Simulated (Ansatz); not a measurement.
One geometry of WN(OH)3 (WNO3H3), several levels of theory.

```yaml
crystal:
  periodic: [false, false, false]
  atoms:
    - {symbol: W, position_ang: [-0.000922, -0.001442, -0.076320]}
    - {symbol: N, position_ang: [0.022013, 0.028338, 1.599660]}
    - {symbol: O, position_ang: [1.773657, 0.418098, -0.611356]}
    - {symbol: H, position_ang: [2.476856, 0.596944, 0.027004]}
    - {symbol: O, position_ang: [-1.269946, 1.318228, -0.585609]}
    - {symbol: H, position_ang: [-1.752957, 1.847561, 0.062836]}
    - {symbol: O, position_ang: [-0.527389, -1.767310, -0.541005]}
    - {symbol: H, position_ang: [-0.721312, -2.440427, 0.124790]}
basis:
  gaussian: {orbitals: def2-TZVP, initial_orbitals: start.molden}
hamiltonian: {xc: r2scan, dispersion: d4}
scf: {omitted_lower_state_checks: [starts]}
output: {orbitals: {seedname: orbitals}}
```

The file start.molden holds the orbitals of an earlier run on this structure, at another level or in another basis.

```sh
$ ansatz run in.yaml --threads 4 --pin off --events-out ev --progress --plain --max-ram 3916MiB
```

Shortened log:

```
Functional definition: r2SCAN
  name "r2SCAN"
  cite "Furness, Kaplan, Ning, Perdew & Sun, J. Phys. Chem. Lett. 11, 8208 (2020) doi:10.1021/acs.jpclett.0c02405"
  cite "Furness, Kaplan, Ning, Perdew & Sun, J. Phys. Chem. Lett. 11, 9248 (2020) doi:10.1021/acs.jpclett.0c03077"
  parent r2scan
  parameter k0 = 0.174
  parameter k1 = 0.065
  parameter a1 = 4.9479
  exchange = r2scan_x(k0 = k0, k1 = k1, a1 = a1)
  correlation = r2scan_c
these checks for a lower state are left out or cut short: starts
1064 factors; their error is unknown
mean field evaluation 1: about -9510.7720 eV, gradient 5.4e0 eV
mean field evaluation 2: about -9510.8268 eV, gradient 6.2e-2 eV
mean field evaluation 4: about -9510.8192 eV, gradient 1.4e-4 eV
mean field -9510.81916274 eV, -349.5161575660 hartree, gradient 2.1e-5 eV, S^2 0.000000; 0 other end points of the search recorded, 0 dependent functions left out
reference -9510.81917377 eV, -349.5161579713 hartree; 24, 24 occupied and 158, 158 virtual orbitals, 1064 factors
Total energy: -9510.85990940 eV, -349.5176549782 hartree
Checks for a lower state left out: starts
```

It took 2.8 s on 4 threads of Arm Neoverse V2 on a shared host.

The first input with `hamiltonian: {xc: pbe0, dispersion: d4}` (abridged; 1.8 s):

```
Functional definition: PBE0
mean field -9504.60948544 eV, -349.2879561344 hartree, gradient 1.2e-5 eV, S^2 0.000000
Total energy: -9504.75689261 eV, -349.2933732477 hartree
Checks for a lower state left out: starts
```

First input, but with `hamiltonian: {xc: lda}` (abridged; 0.85 s):

```
Functional definition: SPW92
mean field -9455.01793043 eV, -347.4655001021 hartree, gradient 1.2e-5 eV, S^2 0.000000
Total energy: -9455.01796558 eV, -347.4655013939 hartree
Checks for a lower state left out: starts
```

First input, but with `gaussian: {orbitals: def2-TZVPD, initial_orbitals: start.molden}` (abridged; 4.1 s):

```
Functional definition: r2SCAN
mean field -9510.91971102 eV, -349.5198526470 hartree, gradient 1.6e-5 eV, S^2 0.000000
Total energy: -9510.96047188 eV, -349.5213505811 hartree
Checks for a lower state left out: starts
```

First input, but with `correlation: {method: ccsd_t}` and without the key `hamiltonian` (abridged; 85 s):

```
Functional definition: HF
mean field -9453.45776585 eV, -347.4081651112 hartree, gradient 9.3e-6 eV, S^2 0.000000; unrestricted orbitals would lower it
4 core orbitals not correlated: weight in the atoms' cores, before any rotation towards them, 1.000 or more for the frozen orbitals, at most 0.000 for the correlated occupied ones
second order -37.54954927 eV of doubles, -0.00000000 eV of singles
cycle   1  -33.77635357 eV  change     3.8e0 eV  update   2.6e-1
cycle   2  -35.39606156 eV  change    -1.6e0 eV  update   1.5e-1
cycle   3  -35.71430192 eV  change   -3.2e-1 eV  update   3.4e-2
cycle   4  -35.75763632 eV  change   -4.3e-2 eV  update   1.5e-2
cycle   5  -35.73814985 eV  change    1.9e-2 eV  update   3.7e-3
cycle   6  -35.74070196 eV  change   -2.6e-3 eV  update   1.7e-3
cycle   7  -35.74002719 eV  change    6.7e-4 eV  update   6.5e-4
cycle   8  -35.73926119 eV  change    7.7e-4 eV  update   2.5e-4
cycle   9  -35.73932701 eV  change   -6.6e-5 eV  update   9.1e-5
cycle  10  -35.73942221 eV  change   -9.5e-5 eV  update   3.3e-5
cycle  11  -35.73932810 eV  change    9.4e-5 eV  update   1.6e-5
cycle  12  -35.73932544 eV  change    2.7e-6 eV  update   6.2e-6
perturbative correction -1.80414909 eV, -0.0663012560 hartree
Total energy: -9491.00124037 eV, -348.7878623520 hartree
Checks for a lower state left out: starts
```

First input, but with `hamiltonian: {xc: {name: BHLYP}, dispersion: d4}` (abridged; 2 s):

```
Functional definition: BHLYP
mean field -9505.01160566 eV, -349.3027337798 hartree, gradient 1.5e-5 eV, S^2 0.000000
Total energy: -9505.24720306 eV, -349.3113918244 hartree
Checks for a lower state left out: starts
```

The first input with `hamiltonian: {xc: {name: r2SCAN0}, dispersion: d4}` (abridged; 3.4 s):

```
Functional definition: r2SCAN0
mean field -9507.37029566 eV, -349.3894140383 hartree, gradient 1.7e-5 eV, S^2 0.000000
Total energy: -9507.41905703 eV, -349.3912059857 hartree
Checks for a lower state left out: starts
```

Geometry: r2SCAN-D4/def2-SVP.

In the def2 sets W takes a core potential; there is no spin–orbit coupling. Correlated methods freeze 4 core orbitals; core or outer-core shells of W are correlated, in sets that lack core-valence functions. The restricted singlet is unstable towards broken spin symmetry in Hartree–Fock (as tested in another run); at r2SCAN-D4/def2-TZVP, PBE0-D4/def2-TZVP, LDA (SPW92)/def2-TZVP, r2SCAN-D4/def2-TZVPD and others this wasn't settled. At CCSD(T)/def2-TZVP the restricted singlet (for correlated methods, its reference) is unstable: a solution with broken spin symmetry lies lower.
